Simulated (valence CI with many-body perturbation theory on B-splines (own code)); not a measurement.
The numbers below are computed, except where a source is named.
From CI to CI+MBPT in Pr XXVIII

Method: configuration interaction combined with many-body perturbation theory (CI+MBPT): four valence electrons over a frozen Dirac-Fock core [Ar] 3d10, a basis of 11 s, 11 p, 9 d, 7 f, 5 g, 2 h, 1 i functions for each j, with the one-electron correlation potential Σ1 (screened to all orders), the two-electron term Σ2, the three-electron term Σ3, Breit, model QED; selected single and double excitations, second order for the rest (own B-spline code, finite nucleus).

The last digits are not significant, and no measured levels were compared; by estimate large intervals hold to a few tenths of a per cent, small ones and those within an open d or f shell to about a per cent.

Each rung adds one term. CI alone is the Dirac-Coulomb CI over the frozen core; QED comes last and gives the full result, which names the levels. Energies are above (4s^2 4p1/2^2) J=0 on the same rung, in cm⁻¹.

Levels are named by their leading jj configuration (3d3/2^4 stands for four electrons in 3d with j = 3/2), which in mixed levels can hold well under half, so a name can repeat and another be missing. Letters in brackets count levels of one name in rising energy.

| Level | CI alone | + Σ1 | + Σ2 | + Σ3 | + Breit | Full |
| --- | --- | --- | --- | --- | --- | --- |
| (4s^2 4p1/2 4p3/2) J=1 | 198782 | 199906 | 200845 | 200924 | 198076 | 198440 |
| (4s^2 4p1/2 4p3/2) J=2 | 223013 | 224159 | 224718 | 224745 | 221730 | 222096 |
| (4s^2 4p3/2^2) J=2 | 439918 | 442196 | 443490 | 443544 | 437746 | 438456 |
| (4s^2 4p3/2^2) J=0 | 494936 | 497234 | 497520 | 497427 | 491803 | 492499 |
| (4s 4p1/2^2 4p3/2) J=2 | 681720 | 682612 | 685465 | 685708 | 685164 | 681869 |
| (4s 4p1/2^2 4p3/2) J=1 | 768407 | 769323 | 768809 | 768926 | 768341 | 765126 |
| (4s 4p1/2 4p3/2^2) J=2 [a] | 867968 | 869779 | 873468 | 873757 | 870733 | 867858 |
| (4s 4p1/2 4p3/2^2) J=3 | 914095 | 915986 | 918707 | 918946 | 915471 | 912639 |
| (4s 4p1/2 4p3/2^2) J=0 | 963816 | 965760 | 967070 | 967165 | 964118 | 961212 |
| (4s 4p1/2 4p3/2^2) J=2 [b] | 977415 | 978782 | 979529 | 979773 | 975952 | 974043 |
| (4s 4p1/2 4p3/2^2) J=1 [a] | 987303 | 989292 | 989048 | 989166 | 985832 | 982993 |
| (4s 4p1/2 4p3/2^2) J=1 [b] | 1036150 | 1038030 | 1032080 | 1032080 | 1029180 | 1026220 |
| (4s^2 4p1/2 4d3/2) J=2 | 1056890 | 1057840 | 1056400 | 1056550 | 1052140 | 1051160 |
| (4s^2 4p1/2 4d5/2) J=3 | 1127460 | 1128320 | 1126700 | 1126860 | 1120820 | 1120730 |
| (4s^2 4p1/2 4d3/2) J=1 | 1143920 | 1144470 | 1137640 | 1137580 | 1133140 | 1132730 |
| (4s^2 4p1/2 4d5/2) J=2 | 1146120 | 1147280 | 1142930 | 1143000 | 1137410 | 1136960 |
| (4s 4p3/2^3) J=2 | 1170390 | 1172890 | 1173120 | 1173290 | 1167240 | 1165170 |
| (4s 4p3/2^3) J=1 | 1259540 | 1262230 | 1257580 | 1257630 | 1251660 | 1249580 |
| (4s^2 4p3/2 4d5/2) J=4 | 1302270 | 1304150 | 1305050 | 1305320 | 1296500 | 1296830 |

(1) How does the ionisation energy move along the ladder, and which term matters most?

Answers

(1) CI alone 986.51, + Σ1 988.06, + Σ2 988.10, + Σ3 987.99, + Breit 987.07, + QED 987.10 eV. The largest step is Σ1, 1.55 eV. NIST lists 985 ± 4 eV (theoretical).
